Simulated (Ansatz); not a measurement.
`[OH][Ge]([OH])([F])[F]` + CH₄ → `[CH3][Ge]([OH])([OH])[F]` + H–F  (formal exchange of groups at a Ge–F bond)

Isolated molecules relaxed with PBE0-D4/def2-TZVP in Ansatz; ΔE leaves out vibrations. CBS: MP2 limit from def2 TZ/QZ plus the TZ coupled-cluster correction, frozen cores. This one scheme is used for every species. Functionals use def2-TZVPP. For Ge outer-core shells are correlated without core-valence functions, which leaves a few kJ/mol of doubt a bond. Scalar relativity is left out up to krypton. Each species was taken in one conformer, which may not be the lowest.

CCSD(T)/CBS gives +0.56 eV.

Q: Another level gave +0.59 eV. Which?
A. RPA@PBE/def2-TZVPP
B. revPBE-D4/def2-TZVPP
C. r2SCAN/def2-TZVPP
D. ωB97X-V/def2-TZVPP

A: B. revPBE-D4 0.59, r2SCAN 0.73, RPA@PBE/def2-TZVPP 0.65, ωB97X-V 0.69 eV.

Q: What do rigid-rotor, harmonic-oscillator terms from PBE0-D4/def2-TZVP frequencies (298.15 K, 1 bar) make of the CCSD(T)/CBS value? (Estimate.)

A: Computed: ΔZPE = -0.03 eV, ΔH = +0.55 eV, ΔS = 14 J/(mol·K), ΔG = +0.50 eV.

Largest T1 diagnostic among the species: 0.012.

From r2SCAN to r2SCAN0 (25 % exact exchange), in def2-TZVPP and without D4, ΔE moves by −0.04 eV. At CCSD(T), def2-SVP lies +0.27 eV from the extrapolated value and def2-TZVPP +0.09 eV. The D4 term adds −0.06 eV with B3LYP and −0.03 eV with PBE0; it sums over pairs of atoms, weighted by their polarisabilities, and B3LYP, whose exchange is more repulsive, gets the larger term.

B3LYP here is the variant with VWN-RPA as its local correlation; programs differ in this.
